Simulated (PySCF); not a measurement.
Compound: C₈H₆F (charge +1).
Atom-mapped SMILES: `[CH:1]#[C:2][C+:3]1[CH:4]=[CH:5][C:6](=[CH2:7])[C@H:8]1[F:9]` (hydrogens: H10 on C1; H11 on C4; H12 on C5; H13, H14 on C7; H15 on C8)

Method used: TDDFT CAM-B3LYP/def2-SVPD, vertical, gas phase, core orbitals frozen in the response in PySCF 2.14.0, density-fitted response routines. Geometry: GFN2-xTB; no solvent, vibrations or thermal averaging.

```csv
state,E (eV),λ (nm),ν̃ (cm⁻¹),f,"main configurations (H = HOMO, L = LUMO)"
S1,3.04,407.2,24560,0.011,H-1→L (89%)
S2,3.45,359.6,27810,0.417,H→L (89%)
S3,4.60,269.3,37130,0.023,"H-3→L (68%), H-2→L (21%)"
S4,5.00,247.8,40350,0.066,"H-2→L (53%), H-3→L (28%), H-4→L (13%)"
S5,5.40,229.7,43540,0.016,"H-4→L (74%), H-2→L (18%)"
S6,6.22,199.5,50140,0.142,"H→L+1 (69%), H-5→L (21%)"
S7,6.42,193.0,51800,0.013,"H-6→L (54%), H-5→L (19%)"
S8,6.61,187.7,53280,0.137,"H-5→L (43%), H-6→L (28%), H→L+1 (16%)"
```

Triplets (Tamm–Dancoff): T1 1.71 eV, H→L (97%); T2 2.82 eV, H-1→L (92%); T3 3.39 eV, H-2→L (75%), H→L+1 (17%).

The lowest singlet comes at 407 nm (294 kJ/mol) in the visible; it is weak; its leading configuration is HOMO-1→LUMO (89%). The strongest level in the table is S2 at 3.45 eV (360 nm, f = 0.417). Löwdin shares by element: HOMO carbon 66% or more (atoms not listed hold the other 34%); LUMO carbon 70% or more (atoms not listed hold the other 30%). The listed states span 3.56 eV, and the widest gap between neighbours is 1.16 eV (S2 to S3). Weighted by f, the mean energy of these states is 4.69 eV. Orbital energies (eV): HOMO-3 -15.92, HOMO-2 -15.69, HOMO-1 -14.60, HOMO -13.66, LUMO -7.93, LUMO+1 -4.86, LUMO+2 -3.00. S1 lies in the visible range (380 to 750 nm), at 407 nm, f = 0.011; light of that wavelength is violet, and its complementary colour is yellow-green; a Tamm–Dancoff triplet lies at 726 nm, without intensity as long as spin–orbit coupling is left out. The window holds the lowest 8 singlets.
